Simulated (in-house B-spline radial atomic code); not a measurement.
Two electrons outside the [Ar] 3d10 core: Ge III (Ge2+)

Computed with an all-electron radial atomic-structure program (B-spline basis): configuration interaction (CI) of the two valence electrons in the field of the frozen Dirac-Fock core, alone and with many-body perturbation theory for the core (screened one- and two-electron correlation potentials), Breit and QED terms; no-pair Dirac Hamiltonian, finite nucleus. Labels give the configuration (outer n counted up each series) and the leading LS term, or the jj pair where no LS term holds 70 %.

Command:
```bash
python run_mb.py task.json out
```
Settings (nuclear radius in fm, box in bohr, cutoff in hartree):
```
basis_form          3
Z                   32
core_configuration  [Ar] 3d10
rms_radius          4.0742
mass_number         74
speed_of_light      137.036
box_radius          22.5
lmax                6
intervals           65
virtual_cutoff      2048.0
```

Cost of the run: 3.3 min on 1 thread of Arm Neoverse N1, with other jobs on the host.

Excitation energies (cm⁻¹):

```tsv
level	purity of the LS term	CI alone	CI + MBPT + Breit + QED	Landé g of the LS mixture
4s2 1S0	1.0	0	0	-
4s4p 3P°0	1.0	57818	61331	-
4s4p 3P°1	0.999	58546	62094	1.50
4s4p 3P°2	1.0	60087	63728	1.50
4s4p 1P°1	0.999	90662	91510	1.00
4p2 1D2	0.971	?	?	?
4p2 3P0	0.993	142894	147028	-
4p2 3P1	1.0	143768	147976	1.50
4p2 3P2	0.971	145324	149693	1.49
4s5s 3S1	1.0	152261	158104	2.00
4s4d 3D1	1.0	156353	162178	0.50
4s4d 3D2	1.0	156422	162248	1.17
4s4d 3D3	1.0	156526	162353	1.33
4s5s 1S0	1.0	?	?	?
4p2 1S0	0.994	169193	173228	-
4s4d 1D2	0.999	173266	177486	1.00
4s5p 3P°0	1.0	175179	181260	-
4s5p 3P°1	0.983	175348	181428	1.49
4s5p 3P°2	1.0	175784	181880	1.50
4s5p 1P°1	0.983	177963	183714	1.01
```

Q: Where does 4p2 1D2 lie?

A: 137744 cm⁻¹ in CI alone and 144219 cm⁻¹ with all corrections; g = 1.01.

Q: Where does 4s5s 1S0 lie?

A: 157554 cm⁻¹ in CI alone and 163111 cm⁻¹ with all corrections.

Q: What is the first ionisation energy?

A: 33.953 eV to the 4s1/2 state of the next ion (33.094 eV from CI alone). NIST lists 34.0576 ± 0.0012 eV (measured).

Some electric-dipole lines (reduced elements in atomic units, length form; vacuum wavelengths from the computed energies):

| upper | lower | D bare (size) | D with core polarisation (size) | λ (nm) | A (s⁻¹) |
| --- | --- | --- | --- | --- | --- |
| 4s4p 3P°1 | 4s2 1S0 | 0.0864 | 0.0798 | 161.05 | 1e+06 |
| 4s4p 1P°1 | 4s2 1S0 | 2.67 | 2.49 | 109.28 | 3.2e+09 |
| 4p2 3P0 | 4s4p 3P°1 | 1.59 | 1.48 | 117.74 | 2.7e+09 |
| 4p2 3P1 | 4s4p 3P°0 | 1.61 | 1.49 | 115.41 | 9.8e+08 |
| 4p2 3P1 | 4s4p 3P°1 | 1.39 | 1.29 | 116.44 | 7.1e+08 |
| 4p2 3P2 | 4s4p 3P°1 | 1.76 | 1.64 | 114.16 | 7.3e+08 |
| 4s5s 3S1 | 4s4p 3P°0 | 0.656 | 0.67 | 103.33 | 2.8e+08 |
| 4s5s 3S1 | 4s4p 3P°1 | 1.17 | 1.19 | 104.16 | 8.5e+08 |
| 4s4d 3D1 | 4s4p 3P°0 | 1.82 | 1.75 | 99.16 | 2.1e+09 |
| 4s4d 3D1 | 4s4p 3P°1 | 1.59 | 1.53 | 99.915 | 1.6e+09 |

Weak lines are less accurate than strong ones.
